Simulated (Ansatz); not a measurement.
A run for Ansatz (an electronic-structure program): U-CCSD(T)/cc-pVDZ on CH3N (SMILES [CH]N), 2S+1 = 3, a spin state set in the input, which need not be the lowest.

Ansatz 0.2 input:
```yaml
crystal:
  periodic: [false, false, false]
  atoms:
    - {symbol: C, position_ang: [0.72129204, -0.14708561, 0.27832925]}
    - {symbol: N, position_ang: [-0.53943020, 0.10456254, -0.18433685]}
    - {symbol: H, position_ang: [1.62710572, -0.11365050, -0.32756649]}
    - {symbol: H, position_ang: [-0.99559065, 0.94231185, 0.15896335]}
    - {symbol: H, position_ang: [-1.18325595, -0.67808551, -0.21101443]}
basis:
  gaussian:
    orbitals: cc-pVDZ
magnetization: {spin_polarized: true, initial_magnetization: 2}
correlation: {method: ccsd_t, electrons: outside_noble_gas}
scf: {omitted_lower_state_checks: [cluster_reference]}
```

It printed:

```
WARN ansatz: RAYON_NUM_THREADS=1 ignored (pool sized by the plan → 1); use --threads N
Functional definition: HF
these checks for a lower state are left out or cut short: cluster_reference
integrals: 0.02 GiB planned
397 factors; integrals over basis functions are off by at most 1.3e-3 eV
mean field: 0.07 GiB planned
mean field evaluation 1: about -2555.1971 eV, gradient 1.5e1 eV
mean field evaluation 2: about -2555.1975 eV, gradient 1.5e1 eV
mean field evaluation 4: about -2556.7961 eV, gradient 2.7e0 eV
mean field evaluation 8: about -2556.9275 eV, gradient 7.0e-2 eV
mean field -2556.92745379 eV, -93.9653507793 hartree, gradient 1.6e-6 eV, S^2 2.011957; 0 other end points of the search recorded, 0 dependent functions left out
2 core orbitals not correlated
reference -2556.92745379 eV, -93.9653507793 hartree; 7, 5 occupied and 34, 36 virtual orbitals, 397 factors
second order -7.14455961 eV of doubles, -0.00000000 eV of singles
coupled cluster: 0.09 GiB planned
cycle   1  -7.61335385 eV  change   -4.7e-1 eV  update   6.0e-2
cycle   2  -7.84163133 eV  change   -2.3e-1 eV  update   2.2e-2
cycle   3  -7.88722098 eV  change   -4.6e-2 eV  update   1.3e-2
cycle   4  -7.88560950 eV  change    1.6e-3 eV  update   6.5e-3
cycle   5  -7.88655723 eV  change   -9.5e-4 eV  update   2.3e-3
cycle   6  -7.88647740 eV  change    8.0e-5 eV  update   6.5e-4
cycle   7  -7.88640484 eV  change    7.3e-5 eV  update   2.1e-4
cycle   8  -7.88643950 eV  change   -3.5e-5 eV  update   8.0e-5
cycle   9  -7.88642462 eV  change    1.5e-5 eV  update   2.9e-5
cycle  10  -7.88642949 eV  change   -4.9e-6 eV  update   1.2e-5
perturbative correction -0.19242947 eV, -0.0070716525 hartree
Total energy: -2565.00631276 eV, -94.2622433700 hartree
Checks for a lower state left out: cluster_reference
```

The run converged.

Cost: roughly 1.3 core-seconds.
